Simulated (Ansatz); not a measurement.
Job for Ansatz (a first-principles code): U-CCSD(T)/def2-TZVPP on TcCl, 2S+1 = 7, a spin state set in the input, which need not be the lowest, a point of a bond scan (R = 2.354 Å). Elements past Kr take the def2 small-core potentials; no spin–orbit coupling.

Ansatz 0.2 input:
```yaml
crystal:
  periodic: [false, false, false]
  atoms:
    - {symbol: Tc, position_ang: [0.00000000, 0.00000000, 0.00000000]}
    - {symbol: Cl, position_ang: [0.00000000, 0.00000000, 2.35356100]}
basis:
  gaussian:
    orbitals: def2-TZVPP
    pivot_positions_ang: [[0.00000000, 0.00000000, 0.00000000], [0.00000000, 0.00000000, 2.35356100]]
magnetization: {spin_polarized: true, initial_magnetization: 6}
correlation: {method: ccsd_t, electrons: valence}
output: {orbitals: {seedname: ./end}}
```

It printed:

```
WARN ansatz: RAYON_NUM_THREADS=2 ignored (pool sized by the plan → 2); use --threads N
Functional definition: HF
integrals: 0.16 GiB planned
715 factors; integrals over basis functions are off by at most 3.1e-4 eV
mean field: 0.25 GiB planned
mean field evaluation 1: about -14683.9873 eV, gradient 1.1e1 eV
mean field evaluation 2: about -14683.9899 eV, gradient 1.1e1 eV
mean field evaluation 4: about -14686.0576 eV, gradient 2.6e0 eV
mean field evaluation 8: about -14686.2167 eV, gradient 1.5e-1 eV
mean field evaluation 16: about -14686.1846 eV, gradient 1.2e0 eV
mean field evaluation 32: about -14683.0472 eV, gradient 1.8e-3 eV
mean field evaluation 64: about -14681.3182 eV, gradient 6.0e-3 eV
mean field evaluation 96: about -14680.8919 eV, gradient 3.3e-3 eV
mean field -14686.21713809 eV, -539.7085251493 hartree, gradient 2.0e-6 eV, S^2 12.005626; 1 other end points of the search recorded, 0 dependent functions left out
determinant -14686.21713809 eV, -539.7085251493 hartree, with singles and doubles -14702.71129349 eV, -540.3146741800 hartree
determinant -14683.04719505 eV, -539.5920318913 hartree, with singles and doubles -14699.49427584 eV, -540.1964509621 hartree
5 core orbitals not correlated
reference -14686.21713809 eV, -539.7085251493 hartree; 14, 8 occupied and 79, 85 virtual orbitals, 715 factors
second order -16.06041712 eV of doubles, -0.00000000 eV of singles
coupled cluster: 0.57 GiB planned
cycle   1  -16.49722862 eV  change   -3.1e-3 eV  update   1.5e-3
cycle   2  -16.49836277 eV  change   -1.1e-3 eV  update   1.0e-3
cycle   3  -16.49840233 eV  change   -4.0e-5 eV  update   5.6e-4
cycle   4  -16.49856024 eV  change   -1.6e-4 eV  update   1.6e-4
cycle   5  -16.49866520 eV  change   -1.0e-4 eV  update   7.1e-5
cycle   6  -16.49872337 eV  change   -5.8e-5 eV  update   1.6e-5
cycle   7  -16.49873632 eV  change   -1.3e-5 eV  update   7.5e-6
perturbative correction -0.57917809 eV, -0.0212844023 hartree
Total energy: -14703.29505250 eV, -540.3361269281 hartree
```

The run converged.

Cost: about 40 core-seconds (a rough figure).
